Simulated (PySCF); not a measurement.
C3H6FOSi (doublet state).
Z-matrix (Å and degrees, GFN2-xTB geometry), rows numbered from 1:
```
F 
C   1  1.3441
C   2  1.3648  1  120.33
C   3  1.3794  2  124.30  1  -179.93
O   4  1.3340  3  120.59  2  -179.94
Si  5  1.6331  4  133.67  3  -179.82
H   2  1.0768  1  113.03  3   179.95
H   3  1.0809  2  117.97  1     0.05
H   4  1.0815  3  121.45  2     0.08
H   6  1.4517  5   98.79  4  -179.84
H   6  1.4647  5  110.10  4    60.00
H   6  1.4646  5  110.15  4   -59.82
```

The hyperfine couplings belong to this conformer and change with its torsions.

The species is `F/C=C/[CH]O[SiH3]` [radical].

Computed, not measured: UKS B3LYP, pcH-1 on C F H O Si, non-relativistic, mean-field spin-orbit, GIAO (PySCF 2.14.0). Isolated species at its GFN2-xTB geometry (one conformer only). The geometry wasn't refined by DFT: couplings that depend on bond lengths, twists or pyramidal angles can differ widely from those at the functional's own minimum. The SCF solution wasn't tested for stability. ⟨S²⟩ is 0.775 where a pure state has 0.75.

Task: What is the g tensor, term by term?

Result: 
```json
{"Δg (ppm)": "relativistic mass correction", "1": "-207", "2": "-207", "3": "-207"}
{"Δg (ppm)": "gauge correction", "1": "-2", "2": "43", "3": "46"}
{"Δg (ppm)": "orbital Zeeman/spin–orbit", "1": "-55", "2": "2288", "3": "2494"}
{"Δg (ppm)": "total", "1": "-264", "2": "2124", "3": "2332"}
```

So g = 2.00206, 2.00444, 2.00465 and g_iso = 2.00372; the tensor is close to axial: the two nearest values differ by 8 % of g3 − g1. Axes: g3 points within 2° of the C4–O5 bond.

Task: How much does each term add to the isotropic shift?

Result: The orbital-Zeeman/spin–orbit term 1576, the mass correction -207 and the gauge correction 29 ppm, for a total of 1397 ppm. The orbital-Zeeman/spin–orbit term is the largest in size. The mass correction is the same along every axis, so the anisotropy comes from the other two: their spans along these axes are 48 (gauge) and 2548 ppm (orbital Zeeman/spin–orbit).

Task: What effective moment and Curie constant follow for a powder?

Result: With the mean of g² = 4.0149 and S(S+1) = 0.75: μ_eff = √(⟨g²⟩S(S+1)) = 1.735 μB and χT = 0.12505·⟨g²⟩·S(S+1) = 0.377 cm³ K/mol (cgs; spin-Hamiltonian part alone).

Task: At 9.444 GHz, how far is the centre of the isotropic spectrum from where a free electron (g = 2.002319) resonates?

Result: B = hν/(g μB) with μB/h = 13.99624 MHz/mT gives 336.99 mT for the free electron and 336.75 mT at g_iso, 0.23 mT lower.

Task: In a frozen sample, at which fields do the three g values resonate at 9.5, 34, 94 and 263 GHz (hyperfine left aside), and which band first spreads them over more than twice a line width of 0.5 mT?

Result: 
```tsv
band	GHz	B(g3) mT	B(g2) mT	B(g1) mT	spread mT
X	9.5	338.59	338.62	339.03	0.44
Q	34.0	1211.79	1211.92	1213.36	1.57
W	94.0	3350.25	3350.60	3354.60	4.34
J	263.0	9373.58	9374.55	9385.73	12.15
```

The spread grows in proportion to the frequency. Q band is the first where it exceeds 1.0 mT.

Largest spin populations (Mulliken): C4 (+0.60), C2 (+0.57), C3 (-0.25) and O5 (+0.06). The angles at C4 add up to 360.0°, so it is planar; its axial dipolar tensor and the negative coupling of its proton fit spin in a p orbital normal to that plane.

The HOMO–LUMO gaps are 4.48 eV among the α and 5.87 eV among the β orbitals.
